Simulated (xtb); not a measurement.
CH5BrO3Si, SMILES CO[Si](O)(O)Br. All values are semi-empirical tight-binding results from xtb (GFN2-xTB unless named), good for trends rather than for accurate numbers. Geometry optimised at GFN2-xTB. One conformer was computed; it need not be the lowest.

Optimised geometry:

Bonds (Å): C1–O2 1.401, C1–H7 1.091, C1–H8 1.089, C1–H9 1.093, O2–Si3 1.604, Si3–O4 1.610, Si3–O5 1.610, Si3–Br6 2.210, O4–H10 0.953, O5–H11 0.952. Angles (°): O2–C1–H7 110.4, O2–C1–H8 107.4, O2–C1–H9 110.6, H7–C1–H8 109.8, H7–C1–H9 109.1, H8–C1–H9 109.5, C1–O2–Si3 128.4, O2–Si3–O4 112.1, O2–Si3–O5 108.9, O2–Si3–Br6 108.4, O4–Si3–O5 110.2, O4–Si3–Br6 108.0, O5–Si3–Br6 109.3, Si3–O4–H10 121.6, Si3–O5–H11 121.2.
Charge 0, spin multiplicity 1.

The orbital gap is 7.95 eV, the zero-point energy is 44.3 kcal/mol and the G − E(el) at 298.15 K (modified RRHO) is 22.4 kcal/mol. The static polarisability (D4 model) comes out as 81.1 bohr³ and the solvation energy, GFN2-xTB/ALPB(water) comes out as -8.3 kcal/mol. The solvation energy, GFN2-xTB/ALPB(dmf) comes out as -13.5 kcal/mol.

Computed atomic charges and the Wiberg bond orders between heavy atoms:
charges (e) C1 0.05, O2 -0.36, Si3 0.68, O4 -0.46, O5 -0.48, Br6 -0.21, H7 0.04, H8 0.05, H9 0.05, H10 0.32, H11 0.32. Bond orders C1–O2 0.99, O2–Si3 1.14, Si3–O4 1.18, Si3–O5 1.15, Si3–Br6 0.97.
